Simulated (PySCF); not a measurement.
BF₂, SMILES F[B-]F (connectivity only; charge and spin as stated), charge -1, multiplicity 1. Atoms are numbered in the order given.

```xyz
3

B      0.0000     0.0000    -0.6470
F      0.0000     1.1017     0.1797
F      0.0000    -1.1017     0.1797
```
Charge -1, spin multiplicity 1.

Coordinates come from a PBE0-D3(BJ)/def2-TZVPD optimisation.

Method: PBE0-D3(BJ)/def2-TZVPD (PySCF).

Frequencies are harmonic and unscaled.

| mode | ν (cm⁻¹) | IR (km/mol) | Raman (Å⁴/amu) | depolarisation | moving atoms (share of kinetic energy) |
|---|---|---|---|---|---|
| 1 | 528 | 0.3 | 119.3 | 0.00 | F 84 %, B 16 % |
| 2 | 979 | 98.2 | 1358.9 | 0.01 | B 62 %, F 38 % |
| 3 | 1008 | 176.2 | 24.2 | 0.75 | B 69 %, F 31 % |
